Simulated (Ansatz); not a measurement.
`C[NH][GeH]([Cl])[Cl]` + H₂S → `[SH][GeH]([Cl])[Cl]` + CH₃NH₂ at 700 K and 1 bar (ligand exchange at a Ge–N bond).

Calculated with Ansatz (gas phase, PBE0-D4/def2-TZVP geometries, no zero-point term in ΔE). CCSD(T)/CBS adds triple-zeta CCSD(T) − MP2 to the extrapolated MP2 energy (def2 sets, frozen cores). This one scheme is used for every species. For Ge outer-core shells are correlated without core-valence functions, which leaves a few kJ/mol of doubt a bond. Scalar relativity is left out up to krypton. Each species was taken in one conformer, which may not be the lowest.

| species | CCSD(T)/CBS energy (Eh) | H − E (kJ/mol) | S (J/(mol·K)) |
| --- | --- | --- | --- |
| `C[NH][GeH]([Cl])[Cl]` | -3091.52536 | 251.4 | 494.3 |
| H₂S | -398.97279 | 64.8 | 236.9 |
| `[SH][GeH]([Cl])[Cl]` | -3394.75336 | 115.5 | 442.9 |
| CH₃NH₂ | -95.75281 | 207.6 | 296.6 |

H − E and S are ideal-gas, rigid-rotor, harmonic terms from PBE0-D4/def2-TZVP, for one conformer and one mirror image of each species. 1 Eh = 2625.50 kJ/mol, R = 8.31446 J/(mol·K).

Q: By hand: ΔE, ΔH, ΔS and ΔG.

A: ΔE = (-3394.75336) + (-95.75281) − (-3091.52536) − (-398.97279) = -0.00802 Eh = -21.1 kJ/mol. Δ(H − E) = 115.5 + 207.6 − 251.4 − 64.8 = 6.9, so ΔH = -14.2 kJ/mol. ΔS = 442.9 + 296.6 − 494.3 − 236.9 = 8.3 J/(mol·K). ΔG = -14.2 − 700 × (8.3)/1000 = -20.0 kJ/mol.

Q: By hand: the equilibrium constant, and the temperature at which ΔG would vanish if ΔH and ΔS stayed fixed.

A: log₁₀ K = −ΔG/(RT ln 10) = 1.5. ΔH and −TΔS have one sign here, so there is no such temperature.

TΔS isn't small against ΔH here. A doubt of 5 kJ/mol in ΔE shifts log₁₀ K by 0.4 here. Other conformers and mirror images would add mixing entropy, several J/(mol·K) or more a flexible species. Modes under 60 cm⁻¹, often nearly free rotors, make the harmonic entropy too high. These are equilibria of isolated gas molecules and say nothing of rates. Largest T1 diagnostic: 0.010 (customary marks: 0.02 for closed shells, 0.045 for open ones).

ΔS is within the doubt of such terms, so its sign, and with it that verdict, could turn.
